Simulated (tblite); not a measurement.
Compound: C3H5P3Si.
Bonds: Si1–C2, C2–P3 (aromatic), P3–C4 (aromatic), C4–P5 (aromatic), P5–C6 (aromatic), C6–P7 (aromatic), C2–P7 (aromatic). Hydrogens: H8, H9, H10 on Si1; H11 on C4; H12 on C6.

The geometry is computed with GFN2-xTB (gas phase).

(1) What internal coordinates does the optimisation give?

## Answers

(1) 
```json
{"bond": "Si1–C2", "length (Å)": "1.906", "order": "single"}
{"bond": "C2–P3, C2–P7", "length (Å)": "1.740", "order": "aromatic"}
{"bond": "P3–C4, C6–P7", "length (Å)": "1.730", "order": "aromatic"}
{"bond": "C4–P5, P5–C6", "length (Å)": "1.729", "order": "aromatic"}
{"bond": "Si1–H8, Si1–H9, Si1–H10", "length (Å)": "1.464", "order": "single"}
{"bond": "C4–H11, C6–H12", "length (Å)": "1.089", "order": "single"}
```

Bonds in one row agree within 0.01 Å and their mean is given. Orders are formal, as drawn. A selection of angles:
```json
{"angle": "C2–Si1–H8", "degrees": "108.9"}
{"angle": "C2–Si1–H10", "degrees": "108.0"}
{"angle": "H8–Si1–H9", "degrees": "109.3"}
{"angle": "H8–Si1–H10", "degrees": "110.9"}
{"angle": "Si1–C2–P3", "degrees": "113.8"}
{"angle": "Si1–C2–P7", "degrees": "115.1"}
{"angle": "P3–C2–P7", "degrees": "131.1"}
{"angle": "C2–P3–C4", "degrees": "107.4"}
{"angle": "P3–C4–P5", "degrees": "134.7"}
{"angle": "P3–C4–H11", "degrees": "112.3"}
{"angle": "P5–C4–H11", "degrees": "113.0"}
{"angle": "C4–P5–C6", "degrees": "104.8"}
```

P5 (phosphorus bonded to 2 C) is bent (angle 104.8°). Si1 (SiH3 silicon) is tetrahedral (angles from 108.0° to 111.0°). The 6-membered ring C2–P3–C4–P5–C6–P7 has internal angles of 104.8° to 134.7° (sum 720°, against 720° for a flat polygon); it is planar, 0.00 Å rms from its mean plane, widest ring torsion 0°. The 7 heavy atoms lie in one plane (0.002 Å rms).

Point group: near Cs, missed by 0.19 Å at most; the miss may be what the optimiser left on a soft mode. Its lowest GFN2-xTB frequency is 13i cm⁻¹, too small to tell a flat minimum from a shallow saddle.

The run took 0.13 s on Arm Neoverse V2, one thread, shared host with 32 logical CPUs at a one-minute load of 14. This is the geometry optimisation.
